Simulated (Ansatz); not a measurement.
```xyz
10

N     1.0279    0.0000    0.0000
C     0.3075    1.0297    0.0000
C    -0.9043    0.6539    0.0000
C    -0.9043   -0.6539    0.0000
C     0.3075   -1.0297    0.0000
H     1.9568    0.0000    0.0000
H     0.7090    1.9464    0.0000
H    -1.7042    1.2561    0.0000
H    -1.7042   -1.2561    0.0000
H     0.7090   -1.9464    0.0000
```

Basis set: 6-31G* (spherical functions). Left uncorrelated: 5 orbitals. Charge 0, multiplicity 1.

Computed with Ansatz (development build ahead of 0.2.0); each method stands on the lowest determinant of its kind that the runs found. Restricted open shells among the atoms or ions are ROHF, correlated in semicanonical orbitals with singles.

Give the atomization energy at this shape (free ground-state atoms in the same class of orbitals less the molecule, no zero-point energy) of singlet C₄H₅N by RHF-MP2, RHF.

```
 method  atomization energy
RHF-MP2            40.66 eV
    RHF            30.99 eV
```

Caution: no unrestricted run beside it, a lower state can exist; the shape is not the minimum.
